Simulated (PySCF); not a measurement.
A GIAO shielding run with PySCF (density fitting, non-relativistic, gas phase) on `C=N[SiH2]CNC`, C₃H₁₀N₂Si:

```
$ OMP_NUM_THREADS=1 python probes_run.py task.json out

{"job": {"kind": "nmr", "xc": "PBE0", "basis": "pcSseg-1"}, "charge": 0, "multiplicity": 1}
C      2.627871     1.350069    -0.203867
N      2.030187     0.398183     0.336810
Si     1.329506    -1.075569    -0.218648
C     -0.514964    -0.887300     0.218586
N     -1.122241     0.170972    -0.570195
C     -2.537725     0.331840    -0.308429
H      2.864086     1.416587    -1.269789
H      2.951782     2.191539     0.405797
H      1.970975    -2.072476     0.638030
H      1.461928    -1.411100    -1.640494
H     -1.035740    -1.816667    -0.025446
H     -0.648205    -0.729641     1.301691
H     -0.641538     1.044245    -0.372775
H     -2.769664     0.536298     0.749150
H     -3.050045    -0.587608    -0.595875
H     -2.923812     1.149573    -0.915950
```

Hardware: 1 thread of an Arm Neoverse N1, shared host. The job also computes population analyses, field gradients.

**Question.** How large is the calculation?

**Answer.** 56 electrons, 159 basis functions and 838 auxiliary functions.

**Question.** How long does it take, and how much memory does it need?

**Answer.** 35 s of wall time, with 14 SCF cycles and 5 response iterations; peak memory 0.73 GiB. Times on a shared host scatter by some tens of per cent.
